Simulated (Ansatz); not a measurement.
Consider the formal exchange of groups at the Si–C bond: `OC(O)(O)[SiH3]` + `CC[SiH2]Br` → `[SiH3]C[SiH2]Br` + `CC(O)(O)O`.

Isolated molecules relaxed with PBE0-D4/def2-TZVP in Ansatz; ΔE leaves out vibrations. CCSD(T)/CBS adds triple-zeta CCSD(T) − MP2 to the extrapolated MP2 energy (def2 sets, frozen cores). Functionals use def2-TZVPP. B3LYP here is the variant with VWN-RPA as its local correlation; programs differ in this. For Br outer-core shells are correlated without core-valence functions, which leaves a few kJ/mol of doubt a bond. Scalar relativity is left out up to krypton. Each species was taken in one conformer, which may not be the lowest.

| level | ΔE (kJ/mol) |
| --- | --- |
| r2SCAN | -62.5 |
| B3LYP | -54.4 |
| SCS-MP2/def2-TZVPP | -65.1 |
| HF/def2-QZVPP | -68.1 |

Q: What does CCSD(T)/CBS give? (Best estimate.)

A: Computed: -63.9 kJ/mol. The listed levels differ from it by 1.4, 9.5, -1.2, -4.2 kJ/mol.

Largest T1 diagnostic among the species: 0.012.

From PBE to PBE0 (25 % exact exchange), in def2-TZVPP and without D4, ΔE moves by −8.1 kJ/mol.
